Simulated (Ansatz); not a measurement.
Consider the formal exchange of groups at a C–N bond: `CN[Si](F)(F)NC` + `N[SiH3]` → `C[SiH2]N` + `CN[Si](N)(F)F`.

Computed with Ansatz on PBE0-D4/def2-TZVP structures; ΔE is electronic, products minus reactants. CCSD(T)/CBS adds triple-zeta CCSD(T) − MP2 to the extrapolated MP2 energy (def2 sets, frozen cores). This one scheme is used for every species. Each species was taken in one conformer, which may not be the lowest.

`CN[Si](F)(F)NC`:

Z-matrix (Å, degrees):
```
C
N 1 1.449
H 1 1.094 2 111.1
H 1 1.090 2 109.5 3 -118.5
H 1 1.096 2 112.6 3 121.6
Si 2 1.684 1 127.0 3 137.8
H 2 1.007 1 114.1 3 -57.8
F 6 1.594 2 116.5 1 85.6
F 6 1.594 2 105.2 1 -28.5
N 6 1.683 2 110.7 1 -155.0
C 10 1.448 6 126.0 2 51.9
H 10 1.007 6 117.8 2 -144.1
H 11 1.094 10 111.3 6 -137.2
H 11 1.096 10 112.7 6 101.0
H 11 1.092 10 109.4 6 -18.6
```

`N[SiH3]`:

Z-matrix (Å, degrees):
```
Si
N 1 1.720
H 1 1.486 2 107.9
H 1 1.494 2 116.0 3 -120.3
H 1 1.486 2 107.9 3 119.4
H 2 1.007 1 119.6 3 -168.6
H 2 1.007 1 119.6 3 49.2
```

`C[SiH2]N`:

```xyz
10

C     1.354   -0.304   -0.179
Si   -0.319   -0.028    0.613
N    -1.589    0.470   -0.436
H     2.087   -0.616    0.572
H     1.723    0.611   -0.649
H     1.305   -1.082   -0.945
H    -0.178    1.027    1.654
H    -0.755   -1.304    1.246
H    -1.617    1.407   -0.800
H    -2.012   -0.182   -1.076
```

`CN[Si](N)(F)F`:

Z-matrix (Å, degrees):
```
C
N 1 1.449
H 1 1.096 2 112.7
H 1 1.090 2 109.5 3 -119.9
H 1 1.094 2 111.0 3 121.6
Si 2 1.682 1 126.7 3 100.0
H 2 1.007 1 114.2 3 -63.7
F 6 1.593 2 105.7 1 30.4
N 6 1.685 2 110.1 1 157.1
F 6 1.593 2 116.6 1 -83.7
H 9 1.005 6 121.8 2 -54.2
H 9 1.006 6 121.1 2 151.5
```

```csv
species,SCS-MP2/def2-QZVPP energy (Eh)
`CN[Si](F)(F)NC`,-679.01035
`N[SiH3]`,-346.75344
`C[SiH2]N`,-386.00665
`CN[Si](N)(F)F`,-639.78914
```

Task: Work out ΔE.

Result: ΔE = (-386.00665) + (-639.78914) − (-679.01035) − (-346.75344) = -0.03200 Eh = -0.87 eV. CCSD(T)/CBS gives -0.90 eV.

Largest T1 diagnostic among the species: 0.010.

In def2-TZVPP, CCSD(T) changes the Hartree–Fock value by −0.05 eV (the triples alone add −0.00 eV) and MP2 by −0.10 eV.
